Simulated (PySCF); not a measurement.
A calculated (revPBE, PySCF 2.14, x2c-QZVPPall, scalar relativity by spin-free X2C-1e) atom or ion has these occupied shells.

| shell | electrons | orbital energy (eV) | rms radius, mean of both spins (bohr) |
| --- | --- | --- | --- |
| 1s α | 1 | -87768.0 | 0.0181 |
| 1s β | 1 | -87768.0 | 0.0181 |
| 2s α | 1 | -15702.1 | 0.0731 |
| 2s β | 1 | -15702.1 | 0.0731 |
| 2p α | 3 | -13541.5 | 0.0673 |
| 2p β | 3 | -13541.5 | 0.0673 |
| 3s α | 1 | -3776.2 | 0.186 |
| 3s β | 1 | -3776.2 | 0.186 |
| 3p α | 3 | -3153.0 | 0.189 |
| 3p β | 3 | -3152.9 | 0.189 |
| 3d α | 5 | -2485.1 | 0.173 |
| 3d β | 5 | -2485.1 | 0.173 |
| 4s α | 1 | -860.94 | 0.408 |
| 4s β | 1 | -860.93 | 0.408 |
| 4p α | 3 | -655.30 | 0.436 |
| 4p β | 3 | -655.29 | 0.436 |
| 4d α | 5 | -408.62 | 0.463 |
| 4d β | 5 | -408.61 | 0.463 |
| 5s α | 1 | -151.13 | 0.905 |
| 5s β | 1 | -151.11 | 0.905 |
| 4f α | 7 | -140.36 | 0.497 |
| 4f β | 7 | -140.35 | 0.497 |
| 5p α | 3 | -93.892 | 1.04 |
| 5p β | 3 | -93.869 | 1.04 |
| 5d α | 5 | -28.795 | 1.40 |
| 5d β | 5 | -28.685 | 1.40 |
| 6s α | 1 | -19.313 | 2.39 |
| 6s β | 1 | -18.701 | 2.39 |
| 6p α | 1 | -10.198 | 3.22 |

Q: Name the element and its charge.

A: Pb+ (lead, charge +1), in [Xe] 4f14 5d10 6s2 6p1, 2P determinant.
